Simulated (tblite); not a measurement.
C4H10F2OSi.
Cartesian coordinates in Å at the GFN2-xTB level; atoms count from 1:
```
atom  x, y, z in Å
F1     1.973    1.026    1.788
C2     2.519    0.154    0.877
O3     1.529   -0.541    0.221
C4     0.779    0.198   -0.685
F5     1.589    0.514   -1.766
C6    -0.402   -0.626   -1.163
C7    -1.384   -0.928   -0.036
Si8   -2.189    0.606    0.761
H9     3.115   -0.573    1.438
H10    3.143    0.758    0.203
H11    0.467    1.166   -0.263
H12   -0.891   -0.071   -1.965
H13   -0.001   -1.554   -1.580
H14   -2.165   -1.575   -0.440
H15   -0.867   -1.509    0.728
H16   -2.626    1.514   -0.303
H17   -3.347    0.155    1.533
H18   -1.250    1.293    1.646
```

Computed with GFN2-xTB (tblite): harmonic, unscaled wavenumbers at the GFN2-xTB geometry, gas phase. This tight-binding method is rough: wavenumbers can miss measured ones by several per cent, in bad cases by 10 to 20. Modes of hydrogen on silicon can be 10 to 20 % off. One conformer, not necessarily the lowest.

Harmonic wavenumbers (cm⁻¹): 28.2, 50.9, 85.0, 117.0, 147.3, 175.3, 246.2, 275.9, 394.3, 432.0, 508.2, 536.8, 567.8, 593.8, 702.3, 749.8, 783.6, 787.2, 803.7, 878.7, 949.1, 975.9, 1000.8, 1038.9, 1082.5, 1099.9, 1132.4, 1165.6, 1204.0, 1240.5, 1287.0, 1296.4, 1309.5, 1320.1, 1348.7, 1426.2, 1467.3, 1476.7, 2248.5, 2273.2, 2286.8, 2882.9, 2902.5, 2968.4, 2973.6, 2977.8, 2991.4, 2999.4.

A = 2058, B = 1037, C = 805.1 MHz; mass 140.047 u (most abundant isotopes); point group C1, symmetry number 1.

Question: What is the zero-point energy?

Answer: ½Σν̃ = 29095 cm⁻¹ = 348.05 kJ/mol.

Question: What is S at 500 K and 1 bar for an ideal gas of classical rigid rotors and harmonic oscillators?

Answer: Translation 181.24, rotation 130.36, vibration 220.06: S = 531.7 J/(mol K).

Question: And Cp and H(500 K) − H(0)?

Answer: Cp = 236.10 J/(mol K), of which vibrations give 202.85 (their classical limit is 48 R = 399.1); H(500 K) − H(0) = 70.35 kJ/mol without the zero-point energy, 53.72 from vibrations.

Question: What must be added to the electronic energy to get the Gibbs energy at 500 K and 1 bar?

Answer: ZPE + [H(500 K) − H(0)] − T·S = 348.05 + 70.35 − 265.83 = 152.57 kJ/mol.

Question: How do the functions run with temperature in this model?

Answer: 
```json
{"T (K)": "100", "S (J/(mol K))": "305.4", "Cp (J/(mol K))": "82.4", "H − H(0) (kJ/mol)": "5.92", "G − H(0) (kJ/mol)": "-24.62", "ln q(vib)": "2.57"}
{"T (K)": "200", "S (J/(mol K))": "373.9", "Cp (J/(mol K))": "120.2", "H − H(0) (kJ/mol)": "16.02", "G − H(0) (kJ/mol)": "-58.77", "ln q(vib)": "5.53"}
{"T (K)": "300", "S (J/(mol K))": "430.5", "Cp (J/(mol K))": "162.1", "H − H(0) (kJ/mol)": "30.12", "G − H(0) (kJ/mol)": "-99.04", "ln q(vib)": "8.27"}
{"T (K)": "800", "S (J/(mol K))": "659.3", "Cp (J/(mol K))": "305.7", "H − H(0) (kJ/mol)": "152.61", "G − H(0) (kJ/mol)": "-374.80", "ln q(vib)": "20.99"}
{"T (K)": "1000", "S (J/(mol K))": "730.8", "Cp (J/(mol K))": "335.1", "H − H(0) (kJ/mol)": "216.86", "G − H(0) (kJ/mol)": "-513.96", "ln q(vib)": "25.57"}
```

q(vib) and H(0) count from the zero-point level.

Question: Blend soft modes into free rotors: weight 1/[1 + (100 cm⁻¹/ν̃)⁴] for the oscillator and the rest for a rotor with moment μB/(μ + B), μ = h/(8π²ν), B = 10⁻⁴⁴ kg m². What vibrational entropy results?

Answer: 197.73 J/(mol K) in place of 220.06, which changes −T·S at 500 K by +11.16 kJ/mol.

Question: Which modes carry the vibrational entropy at 500 K?

Answer: 28.2 cm⁻¹: 29.20; 50.9 cm⁻¹: 24.29; 85.0 cm⁻¹: 20.04; 117.0 cm⁻¹: 17.41; 147.3 cm⁻¹: 15.51; 175.3 cm⁻¹: 14.09 J/(mol K); the other 42 give 99.52 together.

Hindered rotation and anharmonicity are outside this model. Other conformers, if any are populated, would add a mixing term that is left out. The structure is chiral; the term R ln 2 for an equal mix with its mirror image is left out.
